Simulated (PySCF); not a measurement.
Peak assignment

Bonds (- single, = double, # triple, : aromatic): C1-O2, O2-C3, C3-C4, C4:C5, C5:C6, C6:O7, O7:C8, C8:C4. C1 carries H9, H10, H11; C3 carries H12, H13; C5 carries H14; C6 carries H15; C8 carries H16.

- geometry from GFN2-xTB
- σ from GIAO-PBE0/pcSseg-1
- code: PySCF 2.14
- one averaged value for each set of equivalent atoms, gas phase, one computed conformer, relativity neglected

References, each an isolated molecule treated in the same way: 13C, 1H vs TMS.

Task: Assign these signals to the numbered atoms. 13C{1H} NMR (computed): δ 148.7, 146.4, 130.8, 118.2, 69.0, 57.8.

Result: 
148.7 → C6, aromatic CH next to the ring oxygen
146.4 → C8, aromatic CH next to the ring oxygen
130.8 → C4, substituted aromatic carbon
118.2 → C5, aromatic CH
69.0 → C3, sp3 CH2 bonded to O, on an aromatic ring: the inductive effect lowers its shielding
57.8 → C1, methyl carbon bonded to O: pulled downfield by the heteroatom

Task: Assign these signals to the numbered atoms. 1H NMR (600 MHz, computed): δ 7.57 (m, 1H), 7.44 (m, 1H), 6.85 (m, 1H), 4.63 (s, 2H), 3.26 (s, 3H).

Result: 
```tsv
δ (ppm)	atoms	environment	reason
7.57	H15	hydrogen on an aromatic CH next to the ring oxygen	the ring current deshields protons in the ring plane
7.44	H16	hydrogen on an aromatic CH next to the ring oxygen	–
6.85	H14	hydrogen on an aromatic CH	the ring current deshields protons in the ring plane
4.63	H12/H13	hydrogen on an sp3 CH2 bonded to O, on an aromatic ring	its carbon carries O, an electronegative neighbour
3.26	H9/H10/H11	hydrogen on a methyl carbon bonded to O	its carbon carries O, hence the downfield position
```

Shifts are as computed. Against solution values, carbons near 30 ppm lie about +3 ppm off and those near 130 ppm about +5 ppm. Of 1211 compounds with measured shifts, 218 miss one by over three times the rms of a fit or turn the order of signals round; such compounds aren't used in these exercises. Multiplicities follow the n + 1 count of equivalent neighbours, as no J values were calculated; m marks all less simple cases, F and P coupling included.
